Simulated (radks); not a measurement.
Q: Kr5+, configuration [Ar] 3d10 4s2 4p1. Method: Dirac Kohn-Sham, RPBE, spin-unpolarised, spherical densities, finite nucleus; open shells fill j = l - 1/2 first; Fermi nuclear charge, rms radius 4.1884 fm; computed with a radial shooting solver on a logarithmic mesh with Libxc functionals.

Spin-orbit splittings of the eigenvalues, e(l+1/2) - e(l-1/2), with zeta = 2 splitting/(2l+1) and mean radii in bohr:

shell  occ.  splitting (eV)  zeta (eV)  <r> j=l-1/2  <r> j=l+1/2
2p        6           53.85      35.90       0.1573       0.1613
3p        6               ?          ?       0.5319       0.5422
3d       10           1.319     0.5277       0.5477       0.5514
4p        1           1.079     0.7193        1.532        1.554
4d        0          0.1348    0.05392        1.952        1.958
4f        0        0.002870  0.0008199        2.763        2.763
5p        0          0.3431     0.2287        3.132        3.162

Estimate the 3p splitting.

A: 7.949 eV (zeta = 5.299 eV).
